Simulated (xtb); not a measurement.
C₆H₁₅In, charge -1, doublet, from a rough starting geometry (GFN-xTB shapes and energies of metal compounds can be far from the true ones) (a state made from the parent by changing its charge; the spin is typed, not shown lowest); GFN2-xTB in xtb.

Input for xtb:
```
$ xtb mol.xyz --gfn 2 --chrg -1 --uhf 1 --opt vtight --json

# file mol.xyz
22

In     0.15627887    -0.33869896     0.11892916
C      2.33288888    -0.02922547    -0.53357185
C      2.53332404     1.33135730    -1.27392524
H      2.63916882    -0.80601371    -1.18492506
H      2.98327741    -0.00188034     0.32880999
H      2.18123988     2.09257944    -0.66904800
H      1.84955981     1.36030309    -2.25862903
H      3.57315351     1.52916556    -1.52736126
C     -0.64522994    -2.47008469     0.30243952
C     -1.29340619    -2.74464452     1.62595905
H      0.13571124    -3.13631863     0.13525978
H     -1.39250172    -2.62897231    -0.51122804
H     -2.11263100    -2.01198587     1.85350269
H     -0.54303945    -2.58298890     2.47604235
H     -1.68224802    -3.68879080     1.70781031
C     -1.15819435     1.43697030     0.62019790
C     -1.68309702     2.16083434    -0.66476493
H     -0.63330766     2.15377172     1.18837439
H     -2.00495369     1.09854451     1.14783835
H     -2.23350041     1.52270403    -1.28146299
H     -0.79197655     2.59605193    -1.20861413
H     -2.32446490     3.09781307    -0.44496111
```

The log (banner, timings and long lists left out):

```
   ID    Z sym.   atoms
    1   49 In     1
    2    6 C      2, 3, 9, 10, 16, 17
    3    1 H      4-8, 11-15, 18-22

           -------------------------------------------------
          |                Calculation Setup                |
           -------------------------------------------------

           -------------------------------------------------
          |                 G F N 2 - x T B                 |
           -------------------------------------------------

          ...................................................
          :                      SETUP                      :
          :.................................................:
          :  # basis functions                  49          :
          :  # atomic orbitals                  48          :
          :  # shells                           30          :
          :  # electrons                        43          :
          :  max. iterations                   250          :
          :  Hamiltonian                  GFN2-xTB          :
          :  restarted?                      false          :
          :  GBSA solvation                  false          :
          :  PC potential                    false          :
          :  electronic temp.          300.0000000     K    :
          :  accuracy                    1.0000000          :
          :  -> integral cutoff          0.2500000E+02      :
          :  -> integral neglect         0.1000000E-07      :
          :  -> SCF convergence          0.1000000E-05 Eh   :
          :  -> wf. convergence          0.1000000E-03 e    :
          :  Broyden damping             0.4000000          :
          :  net charge                         -1          :
          :  unpaired electrons                  1          :
          ...................................................

 iter      E             dE          RMSdq      gap      omega  full diag
   1    -21.9171796 -0.219172E+02  0.580E+00    1.17       0.0  T
   2    -22.0612602 -0.144081E+00  0.182E+00    1.77       1.0  T
   3    -22.0635648 -0.230461E-02  0.879E-01    1.80       1.0  T
   4    -22.0637635 -0.198728E-03  0.336E-01    1.79       1.0  T
   5    -22.0638745 -0.110963E-03  0.209E-01    1.80       1.0  T
   6    -22.0638936 -0.190948E-04  0.873E-02    1.81       1.0  T
   7    -22.0638978 -0.418726E-05  0.143E-02    1.81       1.5  T
   8    -22.0638980 -0.191450E-06  0.545E-03    1.81       3.9  T
[...]
 * total energy  :   -21.8086633 Eh     change       -0.1071793E-05 Eh
 * total energy  :   -21.8086644 Eh     change       -0.1104849E-05 Eh
 * total energy  :   -21.8086654 Eh     change       -0.9563578E-06 Eh
 * total energy  :   -21.8086660 Eh     change       -0.6582820E-06 Eh
 * total energy  :   -21.8086665 Eh     change       -0.4364936E-06 Eh
 * total energy  :   -21.8086669 Eh     change       -0.4582072E-06 Eh
 * total energy  :   -21.8086673 Eh     change       -0.3275206E-06 Eh
 * total energy  :   -21.8086675 Eh     change       -0.2750368E-06 Eh
 * total energy  :   -21.8086677 Eh     change       -0.1955631E-06 Eh
 * total energy  :   -21.8086680 Eh     change       -0.2381172E-06 Eh
 * total energy  :   -21.8086681 Eh     change       -0.1541749E-06 Eh
 * total energy  :   -21.8086682 Eh     change       -0.9791062E-07 Eh
   *** GEOMETRY OPTIMIZATION CONVERGED AFTER 175 ITERATIONS ***
         :: total energy             -21.808668211773 Eh    ::
[...]
     2   6 C    3.790 --     3 C    1.022     4 H    0.959     5 H    0.954
                             1 In   0.676
     3   6 C    3.990 --     2 C    1.022     7 H    0.984     6 H    0.982
                             8 H    0.977
     4   1 H    0.998 --     2 C    0.959
     5   1 H    0.999 --     2 C    0.954
     6   1 H    1.000 --     3 C    0.982
     7   1 H    1.000 --     3 C    0.984
     8   1 H    0.995 --     3 C    0.977
     9   6 C    3.788 --    10 C    1.021    12 H    0.959    11 H    0.954
                             1 In   0.676
    10   6 C    3.989 --     9 C    1.021    13 H    0.984    14 H    0.982
                            15 H    0.977
    11   1 H    0.999 --     9 C    0.954
    12   1 H    0.998 --     9 C    0.959
    13   1 H    1.000 --    10 C    0.984
    14   1 H    1.000 --    10 C    0.982
    15   1 H    0.995 --    10 C    0.977
    16   6 C    3.796 --    17 C    1.020    19 H    0.958    18 H    0.954
                             1 In   0.678
    17   6 C    3.989 --    16 C    1.020    20 H    0.984    21 H    0.983
                            22 H    0.977
    18   1 H    0.999 --    16 C    0.954
    19   1 H    0.999 --    16 C    0.958
    20   1 H    1.000 --    17 C    0.984
    21   1 H    1.000 --    17 C    0.983
    22   1 H    0.992 --    17 C    0.977
 ---------------------------------------------------------------------------

Topologies differ in total number of bonds
Writing topology from bond orders to xtbtopo.mol

molecular dipole:
                 x           y           z       tot (Debye)
 q only:       -0.252       0.557      -0.141
   full:       -0.131       0.745       0.333       2.100
molecular quadrupole (traceless):
                xx          xy          yy          xz          yz          zz
 q only:       -3.241      -0.823      -6.024       4.643       3.746       9.265
  q+dip:       -1.904      -0.918      -4.877       3.380       2.426       6.781
   full:       -2.190      -0.600      -4.943       3.677       2.311       7.133

optimized geometry written to: xtbopt.xyz

           -------------------------------------------------
          | TOTAL ENERGY              -21.808668211773 Eh   |
          | GRADIENT NORM               0.000035028109 Eh/α |
          | HOMO-LUMO GAP               5.565287959544 eV   |
           -------------------------------------------------

normal termination of xtb
```
